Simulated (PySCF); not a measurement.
tert-butanol (C₄H₁₀O), singlet, at a GFN2-xTB geometry; B3LYP/def2-SVP, polarisability run with PySCF.

The PySCF input:
```python
from pyscf import gto, scf, dft
from pyscf.prop import polarizability

mol = gto.M(
    atom='''
C    -0.07779317   -1.37563251   -0.64211986
C    -0.00868010    0.00183704    0.02847982
C    -0.51968910    1.07985272   -0.93518759
C     1.42399412    0.31134538    0.46148646
O    -0.78577437    0.00390224    1.21750829
H     0.56736787   -1.40496201   -1.51572691
H     0.24273921   -2.14389073    0.05758694
H    -1.09684847   -1.59748936   -0.95643204
H    -0.51190824    2.04946242   -0.44289927
H     0.11131488    1.12918985   -1.81818369
H    -1.53907142    0.85981306   -1.24971666
H     2.08675530    0.32795690   -0.39866324
H     1.76498113   -0.44466071    1.16326041
H     1.45509225    1.27730030    0.95774046
H    -1.70121803   -0.18835347    0.98701467
''',
    basis='def2-svp',
    verbose=4,
)

mf = dft.RKS(mol)
mf.xc = 'b3lyp'
mf.kernel()
alpha = mf.Polarizability().polarizability()[2, 2]
print('alpha_zz =', alpha)
```

**Question.** What does PySCF print? Leave out banner, timings and long lists.

**Answer.** 
```
site-packages/pyscf/prop/efg/rhf.py:45: UserWarning: Module EFG is under testing
  warnings.warn('Module EFG is under testing')
site-packages/pyscf/prop/efg/dhf.py:30: UserWarning: Module EFG is under testing
  warnings.warn('Module EFG is under testing')
site-packages/pyscf/prop/zfs/uhf.py:40: UserWarning: Module ZFS is under testing
  warnings.warn('Module ZFS is under testing')
site-packages/pyscf/prop/gtensor/uhf.py:43: UserWarning: Module g-tensor is under testing
  warnings.warn('Module g-tensor is under testing')
site-packages/pyscf/prop/gtensor/uks.py:41: UserWarning: Module g-tensor is under testing
  warnings.warn('Module g-tensor is under testing')
site-packages/pyscf/prop/hfc/uks.py:35: UserWarning: Module HFC is under testing
  warnings.warn('Module HFC is under testing')
site-packages/pyscf/prop/magnetizability/rhf.py:39: UserWarning: Module magnetizability is under testing
  warnings.warn('Module magnetizability is under testing')
site-packages/pyscf/prop/magnetizability/uhf.py:37: UserWarning: Module magnetizability is under testing
  warnings.warn('Module magnetizability is under testing')
site-packages/pyscf/prop/magnetizability/rks.py:37: UserWarning: Module magnetizability is under testing
  warnings.warn('Module magnetizability is under testing')
site-packages/pyscf/prop/magnetizability/uks.py:39: UserWarning: Module magnetizability is under testing
  warnings.warn('Module magnetizability is under testing')
site-packages/pyscf/prop/polarizability/uhf.py:34: UserWarning: Module polarizability is under testing
  warnings.warn('Module polarizability is under testing')
site-packages/pyscf/prop/polarizability/rks.py:29: UserWarning: Module polarizability is under testing
  warnings.warn('Module polarizability is under testing')
site-packages/pyscf/prop/polarizability/uks.py:29: UserWarning: Module polarizability is under testing
  warnings.warn('Module polarizability is under testing')
PySCF version 2.14.0

[INPUT] verbose = 4
[INPUT] num. atoms = 15
[INPUT] num. electrons = 42
[INPUT] charge = 0
[INPUT] spin (= nelec alpha-beta = 2S) = 0
[INPUT] symmetry False subgroup None
[INPUT] Mole.unit = angstrom
[INPUT] Symbol           X                Y                Z      unit          X                Y                Z       unit  Magmom
[INPUT]  1 C     -0.077793170000  -1.375632510000  -0.642119860000 AA   -0.147007785662  -2.599568691948  -1.213430674544 Bohr   0.0
[INPUT]  2 C     -0.008680100000   0.001837040000   0.028479820000 AA   -0.016403011734   0.003471502480   0.053819059877 Bohr   0.0
[INPUT]  3 C     -0.519689100000   1.079852720000  -0.935187590000 AA   -0.982070068922   2.040625895667  -1.767248420192 Bohr   0.0
[INPUT]  4 C      1.423994120000   0.311345380000   0.461486460000 AA    2.690958889791   0.588357498349   0.872083019595 Bohr   0.0
[INPUT]  5 O     -0.785774370000   0.003902240000   1.217508290000 AA   -1.484898355003   0.007374164872   2.300757222488 Bohr   0.0
[INPUT]  6 H      0.567367870000  -1.404962010000  -1.515726910000 AA    1.072169886178  -2.654993414318  -2.864308739533 Bohr   0.0
[INPUT]  7 H      0.242739210000  -2.143890730000   0.057586940000 AA    0.458710626593  -4.051366320694   0.108823544952 Bohr   0.0
[INPUT]  8 H     -1.096848470000  -1.597489360000  -0.956432040000 AA   -2.072743208448  -3.018817377307  -1.807394612359 Bohr   0.0
[INPUT]  9 H     -0.511908240000   2.049462420000  -0.442899270000 AA   -0.967366374508   3.872922676388  -0.836958321070 Bohr   0.0
[INPUT] 10 H      0.111314880000   1.129189850000  -1.818183690000 AA    0.210354636789   2.133859559139  -3.435869218251 Bohr   0.0
[INPUT] 11 H     -1.539071420000   0.859813060000  -1.249716660000 AA   -2.908423469945   1.624811201724  -2.361622220706 Bohr   0.0
[INPUT] 12 H      2.086755300000   0.327956900000  -0.398663240000 AA    3.943396005985   0.619748721661  -0.753364339532 Bohr   0.0
[INPUT] 13 H      1.764981130000  -0.444660710000   1.163260410000 AA    3.335330950725  -0.840286960255   2.198243586449 Bohr   0.0
[INPUT] 14 H      1.455092250000   1.277300300000   0.957740460000 AA    2.749725838477   2.413747745825   1.809867167815 Bohr   0.0
[INPUT] 15 H     -1.701218030000  -0.188353470000   0.987014670000 AA   -3.214836154872  -0.355936472911   1.865187407228 Bohr   0.0

nuclear repulsion = 199.913353680108
number of shells = 60
number of NR pGTOs = 190
number of NR cGTOs = 120
basis = def2-svp
ecp = {}

******** <class 'pyscf.dft.rks.RKS'> ********
method = RKS
initial guess = minao
damping factor = 0
level_shift factor = 0
DIIS = <class 'pyscf.scf.diis.CDIIS'>
diis_start_cycle = 1
diis_space = 8
diis_damp = 0
SCF conv_tol = 1e-09
SCF conv_tol_grad = None
SCF max_cycles = 50
direct_scf = True
direct_scf_tol = 1e-13
XC library pyscf.dft.libxc version 7.1.2
    S. Lehtola, C. Steigemann, M. J. T. Oliveira, and M. A. L. Marques,  SoftwareX 7, 1–5 (2018)
XC functionals = b3lyp
    P. J. Stephens, F. J. Devlin, C. F. Chabalowski, and M. J. Frisch,  J. Phys. Chem. 98, 11623 (1994)
radial grids:
    Treutler-Ahlrichs [JCP 102, 346 (1995); DOI:10.1063/1.469408] (M4) radial grids

becke partition: Becke, JCP 88, 2547 (1988); DOI:10.1063/1.454033
pruning grids: <function nwchem_prune>
grids dens level: 3
symmetrized grids: False
atomic radii adjust function: <function treutler_atomic_radii_adjust>
small_rho_cutoff = 0
Set gradient conv threshold to 3.16228e-05
Initial guess from minao.
tot grids = 168640
init E= -233.717266863044
  HOMO = -0.358017007288391  LUMO = -0.0050810889659676  gap/eV = 9.60388
cycle= 1 E= -233.385539878467  delta_E= 0.332  |g|= 0.739  |ddm|= 3.62
  HOMO = -0.109642077707323  LUMO = 0.0610505529471421  gap/eV = 4.64478
cycle= 2 E= -233.284203372041  delta_E= 0.101  |g|= 1.04  |ddm|= 1.95
  HOMO = -0.269309506866536  LUMO = 0.040216974994137  gap/eV = 8.42264
cycle= 3 E= -233.500055986193  delta_E= -0.216  |g|=  0.1  |ddm|= 1.28
  HOMO = -0.264267197416491  LUMO = 0.0388396245288285  gap/eV = 8.24796
cycle= 4 E= -233.502051314468  delta_E= -0.002  |g|= 0.0325  |ddm|= 0.116
  HOMO = -0.263857183857082  LUMO = 0.0400584567322078  gap/eV = 8.26997
cycle= 5 E= -233.502304085271  delta_E= -0.000253  |g|= 0.00388  |ddm|= 0.0347
  HOMO = -0.264564097606566  LUMO = 0.0398148152163031  gap/eV = 8.28257
cycle= 6 E= -233.502306691774  delta_E= -2.61e-06  |g|= 0.00169  |ddm|= 0.00599
  HOMO = -0.264429161751738  LUMO = 0.0398388591136709  gap/eV = 8.27955
cycle= 7 E= -233.502307362386  delta_E= -6.71e-07  |g|= 0.000223  |ddm|= 0.00182
  HOMO = -0.264459723725232  LUMO = 0.0398402137604443  gap/eV = 8.28042
cycle= 8 E= -233.502307374044  delta_E= -1.17e-08  |g|= 4.13e-05  |ddm|= 0.000353
  HOMO = -0.264463640278705  LUMO = 0.0398381353269124  gap/eV = 8.28047
cycle= 9 E= -233.502307374491  delta_E= -4.47e-10  |g|= 6.34e-06  |ddm|= 8.08e-05
  HOMO = -0.264461488232359  LUMO = 0.0398385547351006  gap/eV = 8.28043
Extra cycle  E= -233.50230737449  delta_E= 6.82e-13  |g|= 7.17e-06  |ddm|= 1.61e-05
converged SCF energy = -233.50230737449
Isotropic polarizability 48.5543834244
Polarizability anisotropy 3.2875755932
alpha_zz = 46.55690533982367
```
